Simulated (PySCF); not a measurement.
Predicted microwave data (PBE0-D3(BJ)/def2-SVP geometry optimisation, gas phase (PySCF)) for one isomer of B2H6NP:

* Rotational constants: A = 32058, B = 2350, C = 2220 MHz
* Dipole components: |μa| = 0.11 D, |μb| = 1.16 D, |μc| = 0.81 D
* Inertial defect: -3.14 u·Å²
* κ: -0.99

**Question.** Which candidate fits, each taken in the one conformer that was computed?
A. `[BH2:1][NH:2][BH:3][PH2:4]` with B1–N2–B3–P4 175°, N2–B3–P4–H 40° and 138°
B. `[BH2:1][PH:2][BH:3][NH2:4]` with H–B1–P2–B3 -157° and 29°, B1–P2–B3–N4 -27°

**Answer.** A. It is BNBP, a near-prolate asymmetric top. The candidates at the same level (rigid rotor, commonest isotopes):

```
SMILES  A (MHz)  B (MHz)  C (MHz)  μa (D)  μb (D)  μc (D)  Δ (u·Å²)  point group                        rotor
  BPBN    11889     3605     2808    2.24    0.57    0.12     -2.74           C1               asymmetric top
  BNBP    32058     2350     2220    0.11    1.16    0.81     -3.14            –  near-prolate asymmetric top
```

`BPBN` has A 63 % too low. No structure here is proved a minimum.
